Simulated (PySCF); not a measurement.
**Electronic structure of Ti (titanium, neutral) at the UHF level**

Configuration: [Ar] 3d1 4s2 5s1, high-spin 3D determinant (an excited configuration). Calculation: PySCF 2.14, in aug-cc-pwCVTZ; no relativity, point nucleus.

```
Total energy                                                  : -848.145558 hartree
One-electron energy                                           : -1155.0239 hartree
Hartree (Coulomb) energy                                      : 347.5885 hartree
Exchange energy                                               : -40.7101 hartree
Kinetic energy                                                : 848.20193 hartree
⟨S²⟩                                                          : 2.0032
⟨L²⟩                                                          : 6.034
Sum of ⟨r⟩                                                    : 27.61 bohr
Sum of ⟨r²⟩                                                   : 126.6 bohr²
Traceless quadrupole moment −½Σ⟨3z² − r²⟩ along its main axis : -0.229 e·bohr²
Density at the nucleus (Gaussians lack the cusp)              : 7090 bohr⁻³
Spin density at the nucleus                                   : 0.469 bohr⁻³
Langevin diamagnetic susceptibility                           : -100 ×10⁻⁶ cm³/mol
```

```csv
shell,electrons,mean orbital energy (hartree),spread (hartree),"rms radius, mean of both spins (bohr)"
1s α,1,-183.65668,0,0.0812
1s β,1,-183.65654,0,0.0812
2s α,1,-21.85311,0,0.353
2s β,1,-21.83218,0,0.353
2p α,3,-18.21538,0.00035,0.321
2p β,3,-18.19522,0.02494,0.321
3s α,1,-3.28559,0,1.07
3s β,1,-3.21333,0,1.07
3p α,3,-2.19285,0.05045,1.16
3p β,3,-2.10509,0.07051,1.16
3d α,1,-0.77818,0,1.45
4s α,1,-0.39899,0,3.33
4s β,1,-0.38303,0,3.33
5s α,1,-0.08398,0,9.55
```

The outer electron is Rydberg-like, and this basis confines it to a smaller radius and binds it less than a complete one would.

Spin-orbit constants ζ (cm⁻¹) from the X2C one-electron operator on these orbitals (non-relativistic here): bare nucleus, nucleus screened by l(l+1)(2l+1)/3 electrons, and screened by the Breit-Pauli mean field of the electrons.

```csv
shell,bare,screened nucleus,mean field
2p,32370,29430,n/a
3p,3617,3288,n/a
3d,308.1,168.1,n/a
```

To first order the Landé constant is A = 84.03 cm⁻¹, so the lowest level has J = 1 and lies 0.0313 eV below the centre of the term. This holds in LS coupling only.
